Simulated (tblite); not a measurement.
Run record: tight-binding relaxation, `C=C[C@@H]1C=[C](BC)[Ga@H-]1[NH3+]`.

Computed with GFN2-xTB geometry optimisation, gas phase (tblite 0.8.0). Start geometry: from a force field or distance geometry. The input is one job of a driver script: a line of settings, then coordinates in Å.

Command:
```bash
OMP_NUM_THREADS=1 python probes_run.py task.json out
```

Input:
```
{"job": {"kind": "relax", "xc": "GFN2-xTB", "basis": "xTB"}, "charge": 0, "multiplicity": 1}
C     -3.445700    -1.304700     0.297000
C     -2.408300    -0.701500     0.851800
C     -1.231700    -0.228900     0.074800
C     -0.150700    -1.163400    -0.147000
C      0.865300    -0.476200     0.338900
B      2.407600    -0.870400     0.430100
C      3.217500    -0.490000    -0.869000
Ga    -0.078100     1.121600     0.842500
N      0.056500     2.650600    -0.255000
H     -3.537600    -1.477500    -0.767400
H     -4.251600    -1.616500     0.959600
H     -2.359800    -0.549600     1.940600
H     -1.641800     0.097200    -0.927100
H     -0.156500    -2.188900    -0.572200
H      2.632700    -1.857000     1.032700
H      3.961200    -1.292000    -1.063200
H      3.780300     0.457300    -0.660400
H      2.567300    -0.355300    -1.757300
H     -0.332200     1.378300     2.407700
H      0.846600     3.284400     0.014500
H     -0.825900     3.222400    -0.110300
H      0.074600     2.379600    -1.264400
```

Output:
```
step      E/eV     max force
  0    -669.62819    6.299
  1    -670.49615    2.823
  2    -670.81788    1.682
  3    -671.07668    0.958
  4    -671.30435    0.847
  5    -671.39653    0.765
  6    -671.47215    0.636
  7    -671.53263    0.723
  8    -671.58367    0.537
  9    -671.62022    0.393
... (128 lines left out)
138    -671.98510    0.029
139    -671.98523    0.026
140    -671.98532    0.021
141    -671.98539    0.014
142    -671.98547    0.016
143    -671.98554    0.017
144    -671.98559    0.015
145    -671.98562    0.012
146    -671.98564    0.012
147    -671.98565    0.009
```

«max force» is the largest atomic force in eV/Å.

**Question.** From which step on does the largest force stay under 0.1 eV/Å, and how much energy is left to gain from there?

**Answer.** From step 128 (0.067 eV/Å), 3.3 meV above the end.

In short: energy lowered by 54.4 kcal/mol over 147 steps; largest atomic force 0.009 eV/Å at the end.

**Question.** Where do the atoms end?

**Answer.** 0.619 Å rms from the input after alignment:
```
atom  x, y, z in Å
C1    -3.8439   -1.2335    0.6014
C2    -2.5290   -1.2363    0.7780
C3    -1.5673   -0.4381   -0.0084
C4    -0.2409   -1.1320   -0.2735
C5     0.8657   -0.6240    0.2766
B6     2.3494   -0.8996    0.3336
C7     3.3395   -0.1885   -0.6853
Ga8   -0.3192    0.9280    1.0203
N9     0.3396    2.5345   -0.4859
H10   -4.3101   -0.6311   -0.1626
H11   -4.5071   -1.8120    1.2223
H12   -2.0909   -1.8509    1.5602
H13   -2.0459   -0.0892   -0.9339
H14   -0.2496   -2.0203   -0.8961
H15    2.8070   -1.5664    1.1880
H16    3.9052   -0.9422   -1.2318
H17    4.0763    0.4179   -0.1596
H18    2.8437    0.4462   -1.4194
H19   -0.2861    2.0387    2.2167
H20    1.2592    2.8362   -0.1697
H21   -0.2551    3.3563   -0.5630
H22    0.4488    2.1258   -1.4112
```

**Question.** How long does this job take on Arm Neoverse V2, one thread, shared host?

**Answer.** About 1.2 s.
Labels such as C1 count atoms from 1, the log's own numbers from 0.
